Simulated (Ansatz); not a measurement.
Correlation energies of F2GaH2N, SMILES `[NH2][Ga]([F])[F]` by basis set

```xyz
6

N     0.410    0.105    0.943
Ga   -0.218   -0.065   -0.724
F    -0.274   -1.596   -1.547
F    -0.730    1.301   -1.671
H     0.538   -0.699    1.534
H     0.273    0.954    1.465
```

Total charge 0; spin multiplicity 1. Correlated methods include outer-core shells of Ga, which these sets cover unevenly. Scalar relativity is left out up to krypton. The geometry is a stationary point of PBE0-D4/def2-TZVP. It is one conformer, not always the lowest. Frozen core, restricted reference, the Gaussian-basis code of Ansatz.

```tsv
basis	HF (Eh)	MP2 corr.	CCSD corr.	(T)	CCSD(T) total
def2-SVP	-2177.39684	-0.75483	-0.75516	-0.01657	-2178.16857
def2-TZVPP	-2177.97185	-0.93900	-0.93607	-0.03154	-2178.93946
def2-QZVPP	-2178.02538	-1.24971	–	–	–
```
